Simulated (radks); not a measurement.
Results of a calculation; reference values are marked as such.
Spherical jellium clusters: N electrons in a uniform positive sphere of charge N and radius rs N^(1/3), rs = 3.89 bohr. Level of theory: non-relativistic Kohn-Sham, exchange-only LDA, spin-polarised, spherical densities (a radial shooting solver with Libxc functionals). Levels are named by radial order and angular momentum (1s, 1p, 1d, 2s, ...), and open shells are averaged over m. At N = 29 the configuration is 1s2 1p6 1d10 2s2 1f(up 7, down 0) 2p(up 2, down 0). The background grows by one charge. Does electron 30 go into 1f down or 1g up or 2p up?

Answer. Into 2p up. The total energies of the other choices lie higher by 0.0873 eV (1f down), 0.375 eV (1g up).
